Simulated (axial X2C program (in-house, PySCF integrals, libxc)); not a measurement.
# AsBr⁻: from the spin-free to the two-component result

All values were computed with an in-house all-electron X2C program for linear molecules (integrals from PySCF). Spin-free means the one-electron spin-free X2C Hamiltonian; two-component (2c) means X2C with spin–orbit coupling and atomic mean-field two-electron Coulomb and Gaunt terms, so the difference of the two also holds small scalar two-electron terms. Basis: Br dyall-acv3z [9s10p7d5f1g], As dyall-acv3z [10s10p7d5f1g] (cores contracted in-house); Gaussian nuclei, density fitting, unrestricted open shells. Masses: Br 78.918 u, As 74.922 u.

Spin-free state: M_S = 1/2, Λ = 1 (beyond evenly filled blocks: π+α, π+β, π-α); fragments Br- + As.

```tsv
level	Re (Å)	ωe (cm⁻¹)	De (eV)	μ (D)
PBE0	2.433	241.2	0.631	-1.79
PBEsol	2.422	244.7	1.015	-2.13
```

Dipoles are positive if As is the positive end and refer to the centre of mass.

(1) Within this multiplet, which Ω should lie lowest by the rule for regular and inverted multiplets?

Two-component determinant lowest at the distance of the search:

Ω = 3/2 (⟨Sz⟩ = 0.50, ⟨Lz⟩ = 1.00 at PBE0); fragments Br- + As.

```csv
level,Re (Å),ωe (cm⁻¹),De (eV),μ (D)
PBE0,2.436,239.0,0.705,-1.75
PBEsol,2.424,242.8,1.090,-2.10
```

(2) From the two tables, how do the constants change at the PBE0 level (2c against spin-free)?

One determinant describes the state; a PBE0 search over occupations chose it and may have missed a lower one. Dissociation energies refer to the lowest single-determinant-based atoms at the same level and basis. Density functionals use the spin component along the axis (collinear). The functionals have no current-density term, which raises determinants with orbital currents, atoms included. The atomic limit has a lower orbital projection than the molecule and lies lower at mean-field level, so De may be about a tenth of an eV too small. The highest occupied level of some functionals is positive through self-interaction error; at Hartree–Fock it is bound.

## Answers

(1) The open π shell holds three electrons, one hole, so the multiplet is inverted: Ω = Λ + 1/2 = 3/2. The PBE0 2c search agrees.

(2) At the PBE0 level Re goes up by 0.003 Å and ωe decreases by 2.2 cm⁻¹; De changes by 0.074 eV.
